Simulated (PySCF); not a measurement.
Isomers of H4O2Si2. All species are isolated molecules in the gas phase. One relaxed conformer stands for each flexible species; it need not be the lowest. Strings in code marks are SMILES.

Quantity: vertical ionisation energy (energy after one electron is removed minus that of the parent at the parent's geometry), in eV.

Level 1: PBE-D3(BJ)/def2-TZVP // r2SCAN-D4/def2-TZVP (PySCF)
Level 2: PBE/6-31G* // r2SCAN-D4/def2-TZVP (PySCF)
Level 3: SVWN5/6-31G* // r2SCAN-D4/def2-TZVP (PySCF)
Level 4: minus the HOMO energy of r2SCAN-D4/def2-TZVP (PySCF)

```json
[
 {"species": "`O=[Si](O)[SiH3]` (Si–Si–O–H torsion 0°)", "level 1": "9.94", "level 2": "9.80", "level 3": "10.00", "level 4": "6.84"},
 {"species": "`O[Si](O)=[SiH2]` (H–O–Si–Si torsion -19°, Si–Si–O–H torsion -165°)", "level 1": "8.13", "level 2": "8.01", "level 3": "8.20", "level 4": "5.46"},
 {"species": "`O/[SiH]=[SiH]\\O` (H–O–Si–Si torsion 52°, Si–Si–O–H torsion -118°)", "level 1": "[?]", "level 2": "7.51", "level 3": "[?]", "level 4": "[?]"},
 {"species": "`O/[SiH]=[SiH]/O` (H–O–Si–Si torsion -58°, Si–Si–O–H torsion 58°)", "level 1": "[?]", "level 2": "7.45", "level 3": "7.62", "level 4": "4.97"}
]
```

Q: Fill in the missing entries.

A: 
- `O/[SiH]=[SiH]\O` (H–O–Si–Si torsion 52°, Si–Si–O–H torsion -118°), level 1: 7.62
- `O/[SiH]=[SiH]\O` (H–O–Si–Si torsion 52°, Si–Si–O–H torsion -118°), level 3: 7.68
- `O/[SiH]=[SiH]\O` (H–O–Si–Si torsion 52°, Si–Si–O–H torsion -118°), level 4: 5.03
- `O/[SiH]=[SiH]/O` (H–O–Si–Si torsion -58°, Si–Si–O–H torsion 58°), level 1: 7.56
